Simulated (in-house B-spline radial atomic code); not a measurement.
Cr3+ is squeezed into an impenetrable sphere of radius R (the orbitals vanish at R). Method: Dirac-Kohn-Sham LDA VWN5, spherical fractional occupations, Fermi nucleus of rms radius 3.6452 fm. Calculated with a B-spline radial code for spherical atoms.

Energies in eV above the free ion in [Ar] 3d3:

```tsv
R (bohr)	highest level (eV)	[Ar] 3d3	[Ne] 3s2 3p5 3d4
7.56	-39.4	0	44.4
6.43	-39.4	0.0001593	44.4
5.5	-39.4	0.002273	44.4
3.99	-39.1	0.1421	44.57
3.37	-38.5	0.7437	45.29
2.83	-36.6	3.283	48.24
2.56	-34.4	7.182	52.63
2.24	-29.4	19.09	65.57
1.94	-19.6	50.34	98.39
1.26	64.2	549.8	597.2
```

(1) Does [Ne] 3s2 3p5 3d4 fall below [Ar] 3d3 under compression?

The highest level is first positive in the row R = 1.26 bohr, pushed up by confinement above the zero of the free ion's potential. Each configuration is held fixed and needn't be the lowest in the sphere.

Results:

(1) No, it stays above over the whole range.
